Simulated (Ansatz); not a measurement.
Consider the hydrogenolysis of a B–C bond: `CB[SiH2]C` + H₂ → `B[SiH2]C` + CH₄.

Program: Ansatz. Geometries: PBE0-D4/def2-TZVP. ΔE: electronic, gas phase. CCSD(T)/CBS is the MP2 limit (def2-TZVPP, def2-QZVPP) plus CCSD(T) − MP2 in def2-TZVPP, frozen cores. This one scheme is used for every species. Functionals use def2-TZVPP. One conformer a species, not always the lowest.

CCSD(T)/CBS gives -16.7 kJ/mol.

Q: Another level gave -15.4 kJ/mol. Which?
A. CCSD/def2-TZVPP
B. HF/def2-TZVPP
C. ωB97M-V/def2-TZVPP
D. PBE-D4/def2-TZVPP

A: C. ωB97M-V -15.4, CCSD/def2-TZVPP -23.4, PBE-D4 -8.4, HF/def2-TZVPP -42.6 kJ/mol.

Largest T1 diagnostic among the species: 0.011.

In def2-TZVPP, CCSD(T) changes the Hartree–Fock value by +23.6 kJ/mol (the triples alone add +4.4 kJ/mol) and MP2 by +27.8 kJ/mol. From PBE to PBE0 (25 % exact exchange), in def2-TZVPP and without D4, ΔE moves by −4.2 kJ/mol.
